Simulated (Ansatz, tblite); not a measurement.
Spin states of the cluster PbSe2⁻, each relaxed with r2SCAN-D4/def2-TZVPD in Ansatz. Electronic energies in the gas phase.

In the def2 sets Pb takes a core potential; there is no spin–orbit coupling. The xTB rows come from tblite. Correlated methods freeze 22 core orbitals; core or outer-core shells of Pb, Se are correlated, in sets that lack core-valence functions. The rows differ in basis, and correlated rows in double-zeta sets carry the largest basis error. In CCSD on the charge -1 quartet the largest single amplitude is 0.19, so its Hartree–Fock determinant may place the open shell otherwise than the density functionals do. HOMO above LUMO, or a gap near zero within one spin, warns that the state may not be the lowest or that an electron is smeared out. The structure comes from a short search, and lower isomers may exist.

Doublet geometry (C2v within 0.1 Å):

```csv
atom,x (Å),y (Å),z (Å)
Pb1,-0.622,-0.407,0.033
Se2,0.594,-0.045,2.235
Se3,0.028,0.452,-2.268
```

Quartet geometry (C2v within 0.1 Å):

```xyz
3

Pb    1.036   -0.112    0.680
Se   -0.565   -1.909   -0.592
Se   -0.471    2.021   -0.088
```

⟨S²⟩: doublet 0.76 at PBE0-D4/def2-TZVPD (pure 0.75), quartet 3.76 at PBE0-D4/def2-TZVPD (pure 3.75).

Only these spin states were relaxed.

```json
{"level": "HF/def2-SVPD", "quartet − doublet (kcal/mol)": "13.5", "lowest of these": "doublet", "remarks": "–"}
{"level": "HF/def2-TZVPD", "quartet − doublet (kcal/mol)": "13.6", "lowest of these": "doublet", "remarks": "–"}
{"level": "PBE-D4/def2-TZVPD", "quartet − doublet (kcal/mol)": "45.4", "lowest of these": "doublet", "remarks": "HOMO above zero (quartet), gap within one spin near zero (quartet)"}
{"level": "revPBE-D4/def2-TZVPD", "quartet − doublet (kcal/mol)": "43.7", "lowest of these": "doublet", "remarks": "HOMO above zero (quartet), gap within one spin near zero (quartet)"}
{"level": "PBE-QIDH/def2-TZVPD", "quartet − doublet (kcal/mol)": "43.0", "lowest of these": "doublet", "remarks": "–"}
{"level": "RPA@PBE/def2-TZVPD", "quartet − doublet (kcal/mol)": "41.0", "lowest of these": "doublet", "remarks": "–"}
{"level": "MP2/def2-SVPD", "quartet − doublet (kcal/mol)": "46.1", "lowest of these": "doublet", "remarks": "–"}
{"level": "MP2/def2-TZVPD", "quartet − doublet (kcal/mol)": "47.4", "lowest of these": "doublet", "remarks": "–"}
{"level": "CCSD/def2-SVPD", "quartet − doublet (kcal/mol)": "37.4", "lowest of these": "doublet", "remarks": "–"}
```

Problem. Estimate the rows for GFN1-xTB, GFN2-xTB, r2SCAN-D4/def2-TZVPD, PBE0-D4/def2-TZVPD, CAM-B3LYP-D4/def2-TZVPD, ωB97X-V/def2-TZVPD, ωB97M-V/def2-TZVPD, CCSD(T)/def2-SVPD.

Solution. 
```csv
level,quartet − doublet (kcal/mol),lowest of these,remarks
GFN1-xTB,61.1,doublet,–
GFN2-xTB,66.8,doublet,–
r2SCAN-D4/def2-TZVPD,43.5,doublet,HOMO above zero (quartet)
PBE0-D4/def2-TZVPD,42.5,doublet,HOMO above zero (quartet)
CAM-B3LYP-D4/def2-TZVPD,39.0,doublet,–
ωB97X-V/def2-TZVPD,39.8,doublet,–
ωB97M-V/def2-TZVPD,38.2,doublet,–
CCSD(T)/def2-SVPD,41.8,doublet,–
```

The xTB methods have no term that favours high spin, so they put low spin too low.
